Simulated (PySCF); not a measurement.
Geometry:
```
atom   x (Å)   y (Å)   z (Å)
  C1  -0.997   2.214   0.635
  C2  -0.323   1.261   0.351
  C3   0.535   0.187   0.027
  C4   0.122  -1.042  -0.287
 Si5  -1.699  -1.540  -0.344
  C6   1.998   0.566   0.066
  F7   2.376   1.003   1.281
  F8   2.816  -0.452  -0.239
  F9   2.289   1.557  -0.796
 H10  -1.607   3.031   0.880
 H11   0.877  -1.781  -0.518
 H12  -2.281  -1.334   0.982
 H13  -1.728  -2.953  -0.718
 H14  -2.379  -0.717  -1.343
```

Single conformer, no relativistic terms, rapidly exchanging positions averaged, in vacuum. Structure optimised with GFN2-xTB; NMR shieldings at PBE0/pcSseg-1/GIAO; PySCF 2.14.0 with density-fitted response routines.

Shifts are taken against calculated references (same method and geometry level): TMS for $^{13}$C (σ = 186.93 ppm) and $^{1}$H (σ = 31.72 ppm) and $^{29}$Si (σ = 349.16 ppm); CFCl3 for $^{19}$F (σ = 170.95 ppm).

| atoms | nucleus | count | δ (ppm) |
| --- | --- | --- | --- |
| H12/H13/H14 | $^{1}$H | 3 | 4.27 |
| C1 | $^{13}$C | 1 | ? |
| C3 | $^{13}$C | 1 | 138.2 |
| H11 | $^{1}$H | 1 | 7.36 |
| C2 | $^{13}$C | 1 | 82.0 |
| Si5 | $^{29}$Si | 1 | ? |
| C4 | $^{13}$C | 1 | 145.6 |
| C6 | $^{13}$C | 1 | 130.8 |
| H10 | $^{1}$H | 1 | 3.27 |
| F7/F8/F9 | $^{19}$F | 3 | ? |

Fill in the missing shifts.

## Answers


- C1: 99.3 ppm, terminal alkyne carbon; sp carbons lie upfield of alkene carbons because the cylindrical π system leaves one tensor component strongly shielded
- Si5: -83.2 ppm, silicon bonded to C, 3 H
- F7/F8/F9: -81.8 ppm, fluorine of a CF3 group

Shifts are as computed. Against solution values, carbons near 30 ppm lie about +3 ppm off and those near 130 ppm about +5 ppm. Of 1211 compounds with measured shifts, 218 miss one by over three times the rms of a fit or turn the order of signals round; such compounds aren't used in these exercises. Unscaled 19F shifts against computed CFCl3 carry errors that often reach 10 to 50 ppm.
